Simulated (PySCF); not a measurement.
Ionisation energy of Sb by level of theory

Sb [Kr] 4d10 5s2 5p3 [5p1/2^2 5p3/2^1, M_J = 3/2] → Sb⁺ [Kr] 4d10 5s2 5p2 [5p1/2^2, M_J = 0], as a difference of total energies. Computed with PySCF 2.14 in x2c-TZVPPall-2c with one added diffuse shell each of s, p, d, f type (9s10p6d3f, 90 functions), with the two-component X2C-1e Hamiltonian. Correlated levels: [Kr] frozen; the 14 highest virtual spinors dropped. "Screened" scales the spin-orbit matrix elements by Boettger's factors to mimic the two-electron term; Breit and QED terms are absent.

```csv
method,ionisation energy (eV)
GHF (screened spin-orbit),8.814
GMP2 (screened spin-orbit),9.024
GCCSD (screened spin-orbit),8.708
GCCSD(T) (screened spin-orbit),8.627
```

Errors of the correlated levels include the incompleteness of this basis and the frozen core.

The labels give the starting determinants; with spin-orbit coupling the two ends relaxed to ⟨J²⟩ = 3.75, ⟨L²⟩ = 0.07, ⟨S²⟩ = 3.71 and ⟨J²⟩ = 0.00, ⟨L²⟩ = 1.35, ⟨S²⟩ = 1.35.

**Question.** Which method comes closest to the reference value, and which is furthest?

**Answer.** The reference is 8.608 eV (measured; NIST Atomic Spectra Database, ionization energies). Closest: GCCSD(T) (screened spin-orbit) (error 0.019 eV); furthest: GMP2 (screened spin-orbit) (error 0.416 eV).
